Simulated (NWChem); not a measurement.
Species: anisole (C7H8O); SMILES COc1ccccc1

```xyz
16

C      0.3779    -2.7462     0.0000
O     -0.6220    -1.7677     0.0000
C     -0.2631    -0.4663     0.0000
C     -1.3131     0.4638     0.0000
C     -1.0397     1.8246     0.0000
C      0.2802     2.2852     0.0000
C      1.3191     1.3605     0.0000
C      1.0607    -0.0124     0.0000
H     -0.1320    -3.7183     0.0000
H      1.0190    -2.6819    -0.8975
H      1.0190    -2.6819     0.8975
H     -2.3373     0.0854     0.0000
H     -1.8681     2.5376     0.0000
H      0.4925     3.3564     0.0000
H      2.3568     1.7042     0.0000
H      1.8945    -0.7152     0.0000
```
Atoms are numbered in this order, from 1.

Computed with NWChem. Pople sets run with spherical d functions. Structure relaxed at the PBE0/def2-SVP level. No frequency run checked for a minimum. Total energies compare along this basis series because the functional is fixed.

| level | basis functions | energy (Ha) | highest occupied level (eV) | orbital gap (eV) | dipole (D) |
|---|---|---|---|---|---|
| PBE0/STO-3G | 48 | -342.0693 | -3.96 | 6.93 | 1.40 |
| PBE0/3-21G | 88 | -344.4608 | -6.15 | 6.45 | 1.50 |
| PBE0/6-31G* | 128 | -346.3581 | -6.12 | (withheld) | 1.31 |
| PBE0/6-311G** | 192 | -346.4445 | -6.32 | 6.25 | 1.35 |

Problem. Some entries are withheld; supply them.

Solution. 
- PBE0/6-31G*, orbital gap (eV): 6.37
